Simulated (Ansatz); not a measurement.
Stepwise reaction of `C[SiH](Cl)Cl` with hydrogen fluoride, as a gas-phase model of exchange steps in deposition or etching. ΔE in kJ/mol; ΔG adds harmonic PBE0-D4 terms to CCSD(T)/CBS, at 1 bar.

Program: Ansatz. Geometries: PBE0-D4/def2-TZVP. ΔE: electronic, gas phase. CCSD(T)/CBS is the MP2 limit (def2-TZVPP, def2-QZVPP) plus CCSD(T) − MP2 in def2-TZVPP, frozen cores. This one scheme is used for every species. DFT in def2-TZVPP. B3LYP here is the variant with VWN-RPA as its local correlation; programs differ in this.

| step | reaction | PBE-D4 | B3LYP-D4 | ωB97M-V | CCSD(T)/CBS | ΔG(600 K) |
| --- | --- | --- | --- | --- | --- | --- |
| 1 | `C[SiH](Cl)Cl` + H–F → `C[SiH](F)Cl` + HCl | -36.1 | -45.7 | -44.3 | -41.1 | -46.4 |
| 2 | `C[SiH](F)Cl` + H–F → `C[SiH](F)F` + HCl | -39.7 | -49.7 | -47.9 | -46.0 | -51.2 |

By hand: ΔE of the 2 steps together at CCSD(T)/CBS.

(-41.1) + (-46.0) = -87.1 kJ/mol, or -43.5 kJ/mol a step.

In ΔE the steps differ by no more than 4.9 kJ/mol. All are downhill at CCSD(T)/CBS. ΔG lies between -51.2 and -46.4 kJ/mol a step. PBE-D4 differs from CCSD(T)/CBS by 5.0 to 6.3 kJ/mol a step. Isolated molecules leave out the surface, adducts and barriers. Largest T1 diagnostic: 0.011.
